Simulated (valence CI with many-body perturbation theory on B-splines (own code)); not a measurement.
**In28+: what the settings do**

Calculated by valence CI with perturbative core correlation (CI+MBPT): three valence electrons over a frozen Dirac-Fock core [Ar], radial functions for each j: 6 s, 6 p, 5 d, 5 f, 1 g, with the one-electron correlation potential Σ1 (screened to all orders), the two-electron term Σ2, the three-electron term Σ3, Breit, model QED; selected single and double excitations, second order for the rest, scaled by the run's own slope (own B-spline code, finite nucleus).

No measured spectrum was set against this ion. As an estimate, large intervals hold to a few tenths of a per cent, small ones and those within an open d or f shell to about a per cent. Only levels of the ground parity were solved; by the run's estimate the other parity begins above the list, which can be wrong where configurations are misplaced.

The reference run has the lowest level (3d3/2^3) J=3/2 and an ionisation energy of 1575.90 eV. Its largest variational space holds 2233 state functions.

Levels are named by their leading jj configuration (3d3/2^4 stands for four electrons in 3d with j = 3/2), which in mixed levels can hold well under half, so a name can repeat and another be missing. Letters in brackets count levels of one name in rising energy.

Changed runs:
A. shift of the energy in Σ1 (hartree) 0 → -8.008
B. cutoff of virtual states (hartree) 4802 → 1590
C. correlating orbitals by l 3 3 3 3 1 → 4 4 3 0 0; scale of Σ1 1 → 0
D. closed core [Ar] → [Ar] 3d1 (bad on purpose)

Excitation energies of the reference run in cm⁻¹, and shifts in cm⁻¹:

```tsv
Level	Reference	A	B	C
(3d3/2^2 3d5/2) J=5/2	47717	+861	-5.5	-831
(3d3/2^2 3d5/2) J=7/2	79120	+1125	-7.3	-890
(3d3/2^2 3d5/2) J=3/2	91436	+631	-4.3	+159
(3d3/2^2 3d5/2) J=9/2	94936	+1022	-6.6	-561
(3d3/2^2 3d5/2) J=1/2	107220	+791	-5.4	+19
(3d3/2 3d5/2^2) J=7/2 [a]	149140	+1546	-10	-675
(3d3/2 3d5/2^2) J=9/2	156883	+1707	-11	-934
(3d3/2 3d5/2^2) J=5/2 [a]	159633	+1407	-9.5	-374
(3d3/2 3d5/2^2) J=3/2 [a]	181187	+1721	-11	-438
(3d3/2 3d5/2^2) J=1/2	192067	+1767	-12	-277
(3d3/2 3d5/2^2) J=11/2	203852	+1789	-12	-591
(3d3/2 3d5/2^2) J=5/2 [b]	219326	+1881	-13	-320
Ionisation energy (eV)	1575.90	-1.66	-0.0078	-2.78
```

Run D: It gave no result: the perturbation theory needs a core of closed shells. The program said: "the core must hold closed shells only".
